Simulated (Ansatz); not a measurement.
Consider the β-hydride elimination: `C[O][InH][NH2]` → `[NH2][InH2]` + `C=O`.

Computed with Ansatz on PBE0-D4/def2-TZVP structures; ΔE is electronic, products minus reactants. CCSD(T)/CBS is the MP2 limit (def2-TZVPP, def2-QZVPP) plus CCSD(T) − MP2 in def2-TZVPP, frozen cores. This one scheme is used for every species. Functionals use def2-TZVPP. HSE06 is defined as in plane-wave codes. Elements past krypton have def2 core potentials. For In outer-core shells are correlated without core-valence functions, which leaves a few kJ/mol of doubt a bond. Each species was taken in one conformer, which may not be the lowest.

```
         level  ΔE (kJ/mol)  difference from CCSD(T)/CBS
     r2SCAN-D4        136.5                         -1.6
       PBE0-D4        135.7                         -2.4
    r2SCAN0-D4        140.0                          1.9
      BHLYP-D4        131.7                         -6.4
       r2SCANh        135.7                         -2.4
         HSE06        130.0                         -8.1
 CCSD/def2-SVP        107.8                        -30.3
 HF/def2-TZVPP         98.9                        -39.2
MP2/def2-TZVPP        136.8                         -1.3
MP2/def2-QZVPP        144.2                          6.1
   CCSD(T)/CBS        138.1                            0
```

Largest T1 diagnostic among the species: 0.016.

At CCSD(T), def2-SVP lies −32.0 kJ/mol from the extrapolated value and def2-TZVPP −12.5 kJ/mol. Leaving LDA and LC-ωPBE aside and taking each functional with its dispersion term where it has one, the values, not all of them listed here, spread over 24.9 kJ/mol, from BLYP-D4 to r2SCAN0-D4. LDA lies +37.1 kJ/mol from PBE without D4.

CCSD(T)/CBS has its own doubt, a few kJ/mol and more with outer-core shells, so smaller differences from it don't rank the levels.
